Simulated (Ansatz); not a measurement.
A geometry optimisation of F2H4In2O2 with PBE0-D4/def2-SVP

The starting geometry of this gas-phase singlet was optimised with GFN2-xTB; its bonds are those of `[F][InH-]1[OH+][InH-]([F])[OH+]1`.

```xyz
10

F     0.1155   -1.5245   -2.4286
F    -2.4786    1.3627    0.4879
In    1.0665   -0.9647   -0.8282
In   -0.6846    0.9933    1.1402
O    -0.3671   -1.1214    0.7884
O     0.6036    1.1387   -0.5953
H     2.5842   -1.2924   -0.2884
H    -1.1590   -1.6364    0.5978
H     0.1082    1.4822    2.4939
H     0.2115    1.5625   -1.3678
```

**Question.** Where would you expect an optimisation with PBE0-D4/def2-SVP to take it?

**Answer.** It keeps its bonds, and is `[F][InH-]1[OH+][InH-]([F])[OH+]1`.

The energy falls by 0.11 eV over 9 steps:

```
step  E − E(last) (eV)
   1             0.110
   2             0.043
   3             0.015
   4             0.011
   5             0.010
   6             0.005
   7             0.001
   8             0.000
   9             0.000
```

Final geometry (Å):

```xyz
10

F    -0.0683   -1.3963   -2.3285
F    -2.4081    1.2192    0.3016
In    1.1010   -0.9700   -0.8119
In   -0.6627    1.0013    1.1707
O    -0.2982   -1.0961    0.8246
O     0.6549    1.1216   -0.5327
H     2.6930   -1.4818   -0.5305
H    -1.1049   -1.5683    0.5764
H    -0.1228    1.6651    2.6347
H     0.2161    1.5054   -1.3045
```

No frequencies were run, so the end isn't proven a minimum. Atoms past krypton carry core potentials, without spin–orbit terms. Run with Ansatz 0.2.0, 81 s on 2 threads of Intel(R) Xeon(R) Processor @ 2.50GHz (Skylake/Cascade Lake) (shared host).
